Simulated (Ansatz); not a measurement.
`[SiH3][SiH]([SiH3])[SiH3]` + H₂ → trisilane + SiH₄ at 400 K and 1 bar (hydrogenolysis of the Si–Si bond).

Program: Ansatz. Geometries: PBE0-D4/def2-TZVP. ΔE: electronic, gas phase. CCSD(T)/CBS is the MP2 limit (def2-TZVPP, def2-QZVPP) plus CCSD(T) − MP2 in def2-TZVPP, frozen cores. This one scheme is used for every species.

```
                    species  CCSD(T)/CBS energy (Eh)  H − E (kJ/mol)  S (J/(mol·K))
`[SiH3][SiH]([SiH3])[SiH3]`              -1162.31205           266.0          459.3
                         H₂                 -1.17544            38.0          139.0
       `[SiH3][SiH2][SiH3]`               -872.02658           209.1          385.6
                       SiH₄               -291.46306            96.9          218.6
```

H − E and S are ideal-gas, rigid-rotor, harmonic terms from PBE0-D4/def2-TZVP. For small species the MP2-based limit differs from directly extrapolated CCSD(T) by up to some mEh (0.8 for H₂); such offsets cancel only in part. 1 Eh = 2625.50 kJ/mol, R = 8.31446 J/(mol·K).

Q: By hand: ΔE, ΔH, ΔS and ΔG.

A: ΔE = (-872.02658) + (-291.46306) − (-1162.31205) − (-1.17544) = -0.00215 Eh = -5.6 kJ/mol. Δ(H − E) = 209.1 + 96.9 − 266.0 − 38.0 = 2.0, so ΔH = -3.6 kJ/mol. ΔS = 385.6 + 218.6 − 459.3 − 139.0 = 5.9 J/(mol·K). ΔG = -3.6 − 400 × (5.9)/1000 = -6.0 kJ/mol.

Q: By hand: the equilibrium constant, and the temperature at which ΔG would vanish if ΔH and ΔS stayed fixed.

A: log₁₀ K = −ΔG/(RT ln 10) = 0.8. ΔH and −TΔS have one sign here, so there is no such temperature. One of them is within its doubt of zero, so this could turn.

TΔS isn't small against ΔH here. A doubt of 5 kJ/mol in ΔE shifts log₁₀ K by 0.7 here. These are equilibria of isolated gas molecules and say nothing of rates. Largest T1 diagnostic: 0.014 (customary marks: 0.02 for closed shells, 0.045 for open ones).
